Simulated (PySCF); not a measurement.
SMILES C(=O)(OC)CCOC, singlet at its GFN2-xTB optimised geometry (Å):

```
18

C      3.2577    -1.8328    -0.0332
O      1.8587    -1.7211    -0.0149
C      1.4152    -0.3840     0.0000
C     -0.1082    -0.3840     0.0000
C     -0.6651     1.0187     0.0000
O     -0.0163     2.0301     0.0288
O     -2.0025     0.9978    -0.0416
C     -2.6529     2.2627    -0.0463
H      3.4843    -2.8969    -0.0437
H      3.6833    -1.3581    -0.9263
H      3.7064    -1.3710     0.8552
H      1.7913     0.1371     0.8934
H      1.7901     0.1556    -0.8828
H     -0.4806    -0.9130     0.8788
H     -0.4807    -0.9145    -0.8778
H     -2.5147     2.7621     0.9147
H     -2.2418     2.8969    -0.8341
H     -3.7064     2.0620    -0.2234
```

Method: PBE/def2-SVP (PySCF). Cells within 0.4 Å of a nucleus heavier than hydrogen are left out (blank, or x).

Map of the log10 of the electron density (e/bohr³), floored at −4 on the plane z = 0.0 Å:

```
|0000000000000000000000000|
|0000000000000000000000000|
|0000000000000000000000000|
|0000000100000000000000000|
|0000012332100000000000000|
|0001245554334310000000000|
|0013567875566641000000000|
|0024788x86689863000000000|
|0025789x8679x964100000000|
|0024677998899864210000000|
|00024569x9xx8655432000000|
|0000136898898767753100000|
|000002466678x88x864321000|
|000000234579x99x865543100|
|0000000124688789877764200|
|0000000013566579x98975300|
|0000000002344479x9xx75200|
|0000000000112367778975200|
|0000000000000135557974200|
|0000000000000002245653100|
|0000000000000000023431000|
|0000000000000000001100000|
|0000000000000000000000000|
|0000000000000000000000000|
|0000000000000000000000000|
```
Scale: ten equal steps from -4.00 (start of '0') to -0.248 (end of '9'), in the order '0123456789'; x runs from -6.00 to 6.00, y from -6.00 (bottom) to 6.00 (top).
